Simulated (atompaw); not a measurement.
Before and after: PAW (atompaw) potential for tantalum

atompaw 4.2.0.5 input, output lines left out:

```
Ta 73
GGA-PBESOL scalarrelativistic loggrid 2001 logderivrange -7 5 301
6 6 5 4 0 0
6 1 0
5 2 3
0 0 0
c
c
c
c
v
v
c
c
c
v
v
c
c
v
v
3
2.75 2.40 2.40 2.20
n
n
y
2.1
n
y
-1.3
n
custom polynom vanderbiltortho sinc
bessel
1.35
2.75
1.40
2.75
2.75
2.75
0.90
0.90
```

Change: augmentation sinc compensation charge, radius 2.40 bohr; PAW radius 2.75 bohr; waves and projectors: custom rrkj gramschmidtortho.

Cutoffs: the cutoffs (Ry, on a coarse ladder) from which the occupation-weighted sum of valence levels, in a spherical-Bessel basis at the reference potential, stays within 10 and 1 mRy of its value at 400 Ry; they do not see the model core or the augmentation charge, which bear on the density cutoff.

What does the change do?

The range in which the s phases agree narrows (upper end 4.0 → 2.4); the range in which the p phases agree narrows (upper end at the end of the scan → 3.5); neither file shows a bound ghost.

```csv
quantity,base,changed
"cutoff, loose",over 300 Ry,260 Ry
"cutoff, tight",over 300 Ry,over 300 Ry
loose cutoff by channel (10 mRy a level),"s 25 Ry, p 21 Ry, d 10 Ry, f 200 Ry","s 21 Ry, p 30 Ry, d 10 Ry, f 160 Ry"
bound ghosts,none,none
s: phases at 2.76 bohr within 0.05 rad from the reference energy up to (Ry; the scan ends near 5),4.0,2.4
p: phases at 2.76 bohr within 0.05 rad from the reference energy up to (Ry; the scan ends near 5),to the end of the scan,3.5
d: phases at 2.76 bohr within 0.05 rad from the reference energy up to (Ry; the scan ends near 5),to the end of the scan,to the end of the scan
f: phases at 2.76 bohr within 0.05 rad from the reference energy up to (Ry; the scan ends near 5),1.5,1.5
lowest overlap eigenvalue by channel,"s 0.48, p 0.52, d 0.91, f 1.00","s 0.38, p 0.49, d 0.86, f 1.00"
```

 The cutoffs see the waves, projectors and local potential, not the compensation charge or the core.
